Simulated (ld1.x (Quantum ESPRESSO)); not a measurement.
**H (Z = 1): what ld1.x (Quantum ESPRESSO) 7.5 does with a changed input**

Command:

```bash
ld1.x < H.in > H.out
```

Input:

```
&input
   title='H', zed=1., rel=1, dft='BLYP', iswitch=3,
   config='1s1 2p-2',
   nld=2, rlderiv=1.60, eminld=-2.0, emaxld=5.0, deld=0.02
 /
 &inputp
   pseudotype=3, lpaw=.true., tm=.true., lloc=-1, rcloc=6.00,
   nlcc=.false.,
   which_augfun='BESSEL', rmatch_augfun=0.95,
   file_pseudopw='H.UPF', file_wfcaegen='ae.wfc', file_wfcncgen='nc.wfc', file_beta='beta', file_chi='chi', file_wfcusgen='us.wfc'
 /
3
1S  1  0   1.00   0.00  1.15  1.35  0.0
1S  1  0   0.00   0.15  1.15  1.35  0.0
2P  2  1  -2.00   0.05  1.40  1.45  0.0
 &test
   configts(1)='1s1'
 /
```

This is an input that runs to its end, with one change: rcloc set to 6.00 bohr.

Task: How does the run end?

Result: The program runs through. The occupied levels of the test differ from the all-electron ones by at most 0.00000 Ry (unchanged input: 0.00000 Ry). Messages: US requires at least two energies per channel 2P.

```

     eps = 3.5E-15  iter =  3

     Etot =      -0.922661 Ry,      -0.461330 Ha,     -12.553437 eV
     Etotps =    -0.923358 Ry,      -0.461679 Ha,     -12.562920 eV

     Ekin =       0.904971 Ry,       0.452486 Ha,      12.312759 eV
     Encl =      -1.897519 Ry,      -0.948759 Ha,     -25.817059 eV
     Ehrt =       0.580307 Ry,       0.290153 Ha,       7.895477 eV
     Ecxc =      -0.511117 Ry,      -0.255558 Ha,      -6.954097 eV

     ---------------------- End of pseudopotential test ----------------------
```
